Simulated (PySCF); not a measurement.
Cl₂HSi, F₃Si (calculated)

Computed with PySCF 2.14.0. Calculation on a computer-drawn molecule: vertical ionisation energy to the stated ion spin, frozen-core CCSD(T) at the basis limit and cheaper methods, single-reference cases, UHF for radicals, no spin-orbit; all values are single points at the evaluated structure, the first of each entry, which is the reference or a displaced copy of it and isn't optimised; the reference structure only sets the zero of the energies above reference; triples share is (T) over the correlation energy.

Common to all runs: diffuse functions no; basis cc-pV(n+d)Z; reference is the Hartree-Fock double-zeta minimum; best is HF at quadruple zeta + MP2 correlation extrapolated from triple and quadruple zeta + CCSD(T) minus MP2 at triple zeta; basis step is the size of the change from the same recipe one zeta lower.

(1) Cl₂HSi

Evaluated structure:
```xyz
4
Cl2HSi
Cl    -2.8069    -2.0262    -0.5207
Si    -1.0926    -1.1290     0.2043
Cl    -0.0989    -1.7938     1.8241
H     -0.4236    -0.0426    -0.8337
```

Reference structure:
```xyz
4
Cl2HSi
Cl    -2.8120    -1.9835    -0.3779
Si    -1.1201    -1.1429     0.0982
Cl    -0.1843    -1.6473     1.7309
H     -0.5507    -0.1299    -0.7728
```

| Item | Value |
| --- | --- |
| charge | 1 |
| multiplicity | 1 |
| ion multiplicity | 2 |
| ionisation energy best | 18.3 eV |
| ionisation energy basis step | 0.08099 eV |
| energy above reference best | 12.27 kcal/mol |
| energy above reference basis step | 0.8657 kcal/mol |
| ionisation energy Koopmans at triple zeta | 18.92 eV |
| ionisation energy EOM CCSD at triple zeta | 18.26 eV |
| total energy HF triple zeta | -1208.3398 hartree |
| total energy CCSD(T) triple zeta | -1208.8749 hartree |
| total energy best | -1208.9634 hartree |
| T1 diagnostic at triple zeta | 0.01437 |
| D1 diagnostic at triple zeta | 0.04699 |
| ion T1 diagnostic at triple zeta | 0.02446 |
| ion D1 diagnostic at triple zeta | 0.1102 |
| ion spin squared at triple zeta | 0.7621 |
| triples share at triple zeta | 0.0447 |
| basis functions triple zeta | 131 |

Drawn bonds:
```
atom  other atom  order
   1           2      1
   2           3      1
   2           4      1
```

Triple zeta:
```
 method  ionisation energy (eV)  energy above reference (kcal/mol)
     HF                   17.12                              14.63
    PBE                   17.67                              8.367
 r2SCAN                   17.89                              11.15
  B3LYP                   17.96                              10.53
  wB97X                   18.21                              13.03
    MP2                   18.29                              12.77
   CCSD                   18.07                              12.16
CCSD(T)                   18.11                              11.39
```

(2) Cl₂HSi

Evaluated structure:
```xyz
4
Cl2HSi
Cl    -2.8624    -1.9943    -0.4919
Si    -1.1739    -1.1015     0.0244
Cl     0.0478    -1.6853     2.1064
H     -0.5677    -0.1111    -0.8168
```

Reference structure:
```xyz
4
Cl2HSi
Cl    -2.8120    -1.9835    -0.3779
Si    -1.1201    -1.1429     0.0982
Cl    -0.1843    -1.6473     1.7309
H     -0.5507    -0.1299    -0.7728
```

| Property | Result |
| --- | --- |
| charge | 1 |
| multiplicity | 1 |
| ion multiplicity | 2 |
| ionisation energy best | 16.99 eV |
| ionisation energy basis step | 0.06278 eV |
| energy above reference best | 43.58 kcal/mol |
| energy above reference basis step | 1.914 kcal/mol |
| ionisation energy Koopmans at triple zeta | 17.9 eV |
| ionisation energy EOM CCSD at triple zeta | 17 eV |
| total energy HF triple zeta | -1208.2869 hartree |
| total energy CCSD(T) triple zeta | -1208.8258 hartree |
| total energy best | -1208.9136 hartree |
| T1 diagnostic at triple zeta | 0.01747 |
| D1 diagnostic at triple zeta | 0.05949 |
| ion T1 diagnostic at triple zeta | 0.01702 |
| ion D1 diagnostic at triple zeta | 0.04775 |
| ion spin squared at triple zeta | 0.7651 |
| triples share at triple zeta | 0.04647 |
| basis functions triple zeta | 131 |

Drawn bonds:
```
atom  other atom  order
   1           2      1
   2           3      1
   2           4      1
```

Triple zeta:
```
 method  ionisation energy (eV)  energy above reference (kcal/mol)
     HF                   15.61                              47.87
    PBE                   16.83                              37.54
 r2SCAN                   16.87                              42.13
  B3LYP                   16.88                              39.47
  wB97X                   16.83                              46.24
    MP2                   16.86                               45.2
   CCSD                   16.71                              43.67
CCSD(T)                   16.79                               42.2
```

(3) F₃Si

Evaluated structure:
```xyz
4
F3Si
F     -1.1278    -4.0638    -2.8178
Si    -1.8866    -2.8799    -2.0710
F     -1.1484    -1.5204    -2.4476
F     -1.7110    -3.1065    -0.5048
```

Reference structure:
```xyz
4
F3Si
F     -1.1278    -4.0638    -2.8178
Si    -1.8866    -2.8799    -2.0710
F     -1.1484    -1.5204    -2.4476
F     -1.7110    -3.1065    -0.5048
```

| Item | Value |
| --- | --- |
| charge | 0 |
| multiplicity | 2 |
| ion multiplicity | 1 |
| ionisation energy best | 10.76 eV |
| ionisation energy basis step | 0.06957 eV |
| energy above reference best | 0 kcal/mol |
| energy above reference basis step | 0 kcal/mol |
| total energy HF triple zeta | -587.5473 hartree |
| total energy CCSD(T) triple zeta | -588.4163 hartree |
| total energy best | -588.5875 hartree |
| T1 diagnostic at triple zeta | 0.0136 |
| D1 diagnostic at triple zeta | 0.04832 |
| spin squared at triple zeta | 0.752 |
| ion T1 diagnostic at triple zeta | 0.01776 |
| ion D1 diagnostic at triple zeta | 0.06536 |
| triples share at triple zeta | 0.0286 |
| basis functions triple zeta | 129 |
| dipole magnitude HF at triple zeta | 1.547 debye |
| dipole magnitude CCSD unrelaxed at triple zeta | 1.253 debye |
| dipole magnitude PBE at triple zeta | 1.022 debye |
| dipole magnitude r2SCAN at triple zeta | 1.125 debye |
| dipole magnitude B3LYP at triple zeta | 1.223 debye |
| dipole magnitude wB97X at triple zeta | 1.183 debye |

Drawn bonds:
```
atom  other atom  order
   1           2      1
   2           3      1
   2           4      1
```

Triple zeta:
```
 method  ionisation energy (eV)  energy above reference (kcal/mol)
     HF                    10.9                                  0
    PBE                   10.43                                  0
 r2SCAN                   10.72                                  0
  B3LYP                   10.74                                  0
  wB97X                   10.67                                  0
    MP2                   10.53                                  0
   CCSD                    10.7                                  0
CCSD(T)                   10.61                                  0
```

(4) F₃Si

Evaluated structure:
```xyz
4
F3Si
F     -1.0711    -4.1679    -2.9497
Si    -1.9039    -2.9696    -1.9944
F     -1.2843    -1.6774    -2.4083
F     -1.6910    -2.9898    -0.5212
```

Reference structure:
```xyz
4
F3Si
F     -1.1278    -4.0638    -2.8178
Si    -1.8866    -2.8799    -2.0710
F     -1.1484    -1.5204    -2.4476
F     -1.7110    -3.1065    -0.5048
```

| Quantity | Value |
| --- | --- |
| charge | 0 |
| multiplicity | 2 |
| ion multiplicity | 1 |
| ionisation energy best | 10.58 eV |
| ionisation energy basis step | 0.07245 eV |
| energy above reference best | 17.74 kcal/mol |
| energy above reference basis step | 0.4953 kcal/mol |
| total energy HF triple zeta | -587.5209 hartree |
| total energy CCSD(T) triple zeta | -588.3875 hartree |
| total energy best | -588.5593 hartree |
| T1 diagnostic at triple zeta | 0.01353 |
| D1 diagnostic at triple zeta | 0.04765 |
| spin squared at triple zeta | 0.7523 |
| ion T1 diagnostic at triple zeta | 0.01751 |
| ion D1 diagnostic at triple zeta | 0.06473 |
| triples share at triple zeta | 0.02832 |
| basis functions triple zeta | 129 |
| dipole magnitude HF at triple zeta | 1.759 debye |
| dipole magnitude CCSD unrelaxed at triple zeta | 1.489 debye |
| dipole magnitude PBE at triple zeta | 1.299 debye |
| dipole magnitude r2SCAN at triple zeta | 1.39 debye |
| dipole magnitude B3LYP at triple zeta | 1.461 debye |
| dipole magnitude wB97X at triple zeta | 1.451 debye |

Drawn bonds:
```
atom  other atom  order
   1           2      1
   2           3      1
   2           4      1
```

Triple zeta:
```
 method  ionisation energy (eV)  energy above reference (kcal/mol)
     HF                   10.68                              16.57
    PBE                   10.27                              18.58
 r2SCAN                   10.55                              17.72
  B3LYP                   10.57                              17.88
  wB97X                   10.49                              17.79
    MP2                   10.35                              18.33
   CCSD                    10.5                              17.88
CCSD(T)                   10.42                              18.07
```

(5) F₃Si

Evaluated structure:
```xyz
4
F3Si
F     -1.0554    -4.0983    -2.8029
Si    -1.8789    -2.9134    -2.0796
F     -1.1997    -1.4822    -2.4886
F     -1.6891    -3.1334    -0.6113
```

Reference structure:
```xyz
4
F3Si
F     -1.1278    -4.0638    -2.8178
Si    -1.8866    -2.8799    -2.0710
F     -1.1484    -1.5204    -2.4476
F     -1.7110    -3.1065    -0.5048
```

| Quantity | Value |
| --- | --- |
| charge | 0 |
| multiplicity | 2 |
| ion multiplicity | 1 |
| ionisation energy best | 10.71 eV |
| ionisation energy basis step | 0.06871 eV |
| energy above reference best | 4.751 kcal/mol |
| energy above reference basis step | 0.2196 kcal/mol |
| total energy HF triple zeta | -587.5409 hartree |
| total energy CCSD(T) triple zeta | -588.4086 hartree |
| total energy best | -588.5800 hartree |
| T1 diagnostic at triple zeta | 0.01347 |
| D1 diagnostic at triple zeta | 0.04781 |
| spin squared at triple zeta | 0.752 |
| ion T1 diagnostic at triple zeta | 0.01757 |
| ion D1 diagnostic at triple zeta | 0.06476 |
| triples share at triple zeta | 0.02842 |
| basis functions triple zeta | 129 |
| dipole magnitude HF at triple zeta | 1.615 debye |
| dipole magnitude CCSD unrelaxed at triple zeta | 1.33 debye |
| dipole magnitude PBE at triple zeta | 1.11 debye |
| dipole magnitude r2SCAN at triple zeta | 1.21 debye |
| dipole magnitude B3LYP at triple zeta | 1.299 debye |
| dipole magnitude wB97X at triple zeta | 1.267 debye |

Drawn bonds:
```
atom  other atom  order
   1           2      1
   2           3      1
   2           4      1
```

Triple zeta:
```
 method  ionisation energy (eV)  energy above reference (kcal/mol)
     HF                   10.83                              4.034
    PBE                   10.38                                5.3
 r2SCAN                   10.67                              4.816
  B3LYP                   10.69                              4.916
  wB97X                   10.61                              4.846
    MP2                   10.48                              4.956
   CCSD                   10.64                              4.735
CCSD(T)                   10.55                              4.856
```
